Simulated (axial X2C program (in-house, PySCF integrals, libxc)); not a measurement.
Nuclear properties of ZrP⁻

Computed with an axial X2C code built on PySCF integrals: two-component X2C with atomic mean-field Coulomb and Gaunt terms, Gaussian nuclei, basis Zr dyall-acv3z, P dyall-av3z with contracted cores.

R = 2.197 Å (near the PBE0 minimum at charge -1 of the determinant lowest at the starting distance; the state shown can have its own minimum elsewhere).

Determinant lowest in the PBE0 search, Ω = 0 (closed shell), highest spinor 52% Zr s, 24% Zr d, 8% P p:

```tsv
level	qzz Zr (a.u.)	qzz P (a.u.)
PBE0	-2.96	-0.93
HF	-2.54	-1.04
TPSSh	-3.05	-0.89
PBE50	-2.80	-0.97
BHandHLYP	-2.90	-0.95
```

Determinant 0.41 eV from it at PBE0 and this distance, Ω = 1 (⟨Sz⟩ = -1.00, ⟨Lz⟩ = 2.00 at PBE0), spin on the atoms Zr -1.10, P 0.10:

| level | Eeff magnitude (GV/cm) | Ws magnitude Zr (kHz) | A∥/gI Zr (MHz) | qzz Zr (a.u.) | A∥/gI P (MHz) | qzz P (a.u.) |
| --- | --- | --- | --- | --- | --- | --- |
| PBE0 | 2.64 | 1.13 | -93.3 | -0.62 | -32.7 | -0.53 |
| HF | 5.1 | 2.34 | 276 | -0.78 | 104 | 0.42 |
| TPSSh | 2.41 | 1.03 | -82.5 | -0.73 | -28.5 | -0.46 |
| PBE50 | 3.27 | 1.42 | -28.3 | -0.43 | -28.5 | -0.61 |
| BHandHLYP | 2.84 | 1.21 | -17.2 | -0.35 | -35.4 | -0.48 |

Eeff is the effective electric field on the electron electric dipole moment in this Ω state and Ws the scalar–pseudoscalar constant of the nucleus named (defined with the proton number Z and per Ω); A∥ (defined per Ω) follows by multiplying with gI = μI/(I μN); qzz is the electric field gradient, eQq0 = 234.96 MHz × Q/barn × qzz. The operators were transformed with the bare-nucleus X2C matrices; with these basis sets, hyperfine constants and field gradients can be off by tens of per cent, and where levels differ in sign neither size nor sign is settled.

Q: With Q(91Zr) = -0.176 barn (Q from Pyykkö, Mol. Phys. 2018), turn the PBE0 values of the first state into constants in MHz.

A: eQq0(91Zr) = 234.96 × (-0.176) × (-2.96) = 122 MHz.

Each state is one determinant with collinear spin, which with several unpaired electrons need not be a pure state. Unrestricted Hartree–Fock can overshoot spin polarisation at the nuclei. For an anion, determinants above electron detachment, or with a positive highest level, are held by the basis set. With several open shells hyperfine constants can be off by a factor of several. Where Eeff spreads by more than a factor of two the levels disagree and none is to be relied on. Open-shell Ω = 0 determinants with evenly filled partner blocks cannot be reached by this program, so the Ω shown need not be the lowest component. At HF a later determinant lies lower. States lie within half an eV, so the first need not be the ground state. Further determinants of the search, some of them spin-mixed, are not shown. PBE0 term energies can be off by some tenths of an eV.
